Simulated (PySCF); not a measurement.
## Sn⁺ (tin, charge +1) across methods

[Kr] 4d10 5s2 6s1, 2S determinant (an excited configuration). All numbers are calculated (PySCF 2.14, a scalar-relativistic core potential, in aug-cc-pVTZ-PP with ECP28MDF). The B2PLYP total includes its PT2 part (frozen core); its orbital energies are those of the SCF part.

```tsv
method	E (hartree)	mean ε 5s β (eV)	mean ε 5s α (eV)	mean ε 6s α (eV)	Σ⟨r²⟩ (bohr²)	⟨S²⟩
r2SCANh	-213.7994	-21.538	-21.451	-6.305	67.40	0.750
revPBE	-213.8031	-20.694	-20.768	-6.234	66.58	0.750
PBE0	-213.7489	-21.745	-21.884	-6.574	67.20	0.750
r2SCAN	-213.8105	-21.175	-21.048	-6.176	67.22	0.750
UHF	-212.84779	-23.627	-23.914	-7.201	70.67	0.750
B2PLYP	-213.4706	-22.596	-22.755	-6.686	68.35	0.750
TPSS	-213.6561	-20.696	-20.755	-6.190	66.75	0.750
PBE	-213.7456	-20.823	-20.927	-6.224	66.57	0.750
LDA	-213.3954	-21.297	-21.400	-6.186	66.46	0.750
```

Energies and moments cover only the electrons outside the core potential. The outer electron is Rydberg-like, and this basis confines it to a smaller radius and binds it less than a complete one would.
